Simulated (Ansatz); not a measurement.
Consider the cleavage of the Ge–B bond: `O[SiH2][BH][GeH3]` + `CO[SiH](O)F` → `CO[SiH](F)[O][GeH3]` + `B[SiH2]O`.

Program: Ansatz. Geometries: PBE0-D4/def2-TZVP. ΔE: electronic, gas phase. CCSD(T)/CBS adds triple-zeta CCSD(T) − MP2 to the extrapolated MP2 energy (def2 sets, frozen cores). DFT in def2-TZVPP. For Ge outer-core shells are correlated without core-valence functions, which leaves a few kJ/mol of doubt a bond. Scalar relativity is left out up to krypton. One conformer a species, not always the lowest.

```
             level  ΔE (kcal/mol)
        r2SCANh-D4           -7.6
          BHLYP-D4          -11.3
          PBE-QIDH           -8.3
            r2SCAN           -7.3
         CAM-B3LYP          -10.1
     HF/def2-TZVPP          -15.5
CCSD(T)/def2-TZVPP           -9.3
    MP2/def2-QZVPP           -9.7
```

(1) What does CCSD(T)/CBS give? (Best estimate.)

Largest T1 diagnostic among the species: 0.013.

Answers

(1) Ansatz gave: -8.1 kcal/mol. The listed levels differ from it by 0.5, -3.2, -0.2, 0.8, -2.0, -7.4, -1.2, -1.6 kcal/mol.

Leaving LDA and LC-ωPBE aside and taking each functional with its dispersion term where it has one, the values, not all of them listed here, spread over 6.7 kcal/mol, from BHLYP-D4 to PBE-D4. LDA lies +2.0 kcal/mol from PBE without D4. At CCSD(T), def2-SVP lies −3.0 kcal/mol from the extrapolated value and def2-TZVPP −1.1 kcal/mol. In def2-TZVPP, CCSD(T) changes the Hartree–Fock value by +6.3 kcal/mol (the triples alone add +0.6 kcal/mol) and MP2 by +5.4 kcal/mol.
